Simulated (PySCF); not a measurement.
H4GaNO2, SMILES [NH2][Ga]([OH])[OH], singlet, PBE0/def2-SVP optimised geometry.

```
8

Ga    -0.08     0.05     0.00
O      1.71     0.05     0.00
H      2.11    -0.83    -0.04
O     -0.87     1.64     0.00
H     -0.23     2.37    -0.01
N     -1.11    -1.43    -0.06
H     -2.11    -1.37     0.06
H     -0.76    -2.37     0.12
```

Density from PBE0/def2-TZVP in PySCF at that geometry.

Minimum of the electron density along straight lines between bonded atoms, close to the bond critical point (lines longer than 1.1 times the sum of covalent radii, or with two minima, are not listed):

| bond | length / Å | ρ at the minimum / e bohr⁻³ | ∇²ρ there / e bohr⁻⁵ | position (fraction from the first atom) |
|---|---|---|---|---|
| Ga1–O2 | 1.784 | 0.136 | 0.73 | 0.48 |
| O2–H3 | 0.962 | 0.358 | -2.40 | 0.80 |
| Ga1–O4 | 1.777 | 0.138 | 0.74 | 0.48 |
| O4–H5 | 0.962 | 0.357 | -2.40 | 0.80 |
| Ga1–N6 | 1.804 | 0.140 | … | 0.48 |
| N6–H7 | 1.012 | 0.333 | -1.63 | 0.74 |
| N6–H8 | 1.011 | 0.334 | -1.63 | 0.74 |

Task: Some entries are withheld; supply them.

Result: 
- Ga1–N6, ∇²ρ there / e bohr⁻⁵: 0.59
